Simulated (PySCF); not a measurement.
SMILES c1ccc([SiH2]CC#N)s1 at its GFN2-xTB optimised geometry (Å):

```
16

N      1.3571    -3.3777    -0.8682
C      0.4704    -3.1055    -0.1970
C     -0.6367    -2.7440     0.6262
Si    -1.5323    -1.1832    -0.0454
C     -0.3304     0.2470     0.0000
C      1.0362     0.2470     0.0000
C      1.6028     1.5380     0.0000
C      0.6612     2.5167    -0.0028
S     -0.9321     1.8787    -0.0071
H     -0.2755    -2.5707     1.6412
H     -1.3367    -3.5794     0.6525
H     -2.6614    -0.9248     0.8543
H     -1.9966    -1.4430    -1.4115
H      1.6196    -0.6571    -0.0071
H      2.6614     1.7270     0.0019
H      0.8026     3.5794    -0.0014
```

Computed with PBE/def2-TZVP in PySCF. Cells within 0.4 Å of a nucleus heavier than hydrogen are left out (blank, or x).

Map of the electron localisation function on the plane z = 0.6 Å:

```
|00000000000000000000000000000|
|00000000000000000000000000000|
|00000000000000000000000000000|
|00000000000000056400000000000|
|00000000000000389940000000000|
|00000000000000499950000000000|
|00000000023200389820000000000|
|00000000367743477510000000000|
|00000001589977766632476100000|
|00000001689857768866899400000|
|00000001589746426767999600000|
|00000000146776203766898400000|
|00000000001477435874233000000|
|00000011000366786652000000000|
|00000699842687786663000000000|
|00002999994587545898300000000|
|00003999991054113899700000000|
|00002999990032000476200000000|
|00000699962686200000000000000|
|00000134226986421000000000000|
|000000000157xx654320000000000|
|000000000388xx775531000000000|
|00000000289995665531000000000|
|00000000599993344421000000000|
|00000000399971012210000000000|
|00000000058720001000000000000|
|00000000000000000000000000000|
|00000000000000000000000000000|
|00000000000000000000000000000|
```
Scale: ten equal steps from 0.000 (start of '0') to 1.000 (end of '9'), in the order '0123456789'; x runs from -6.00 to 6.00, y from -6.00 (bottom) to 6.00 (top).
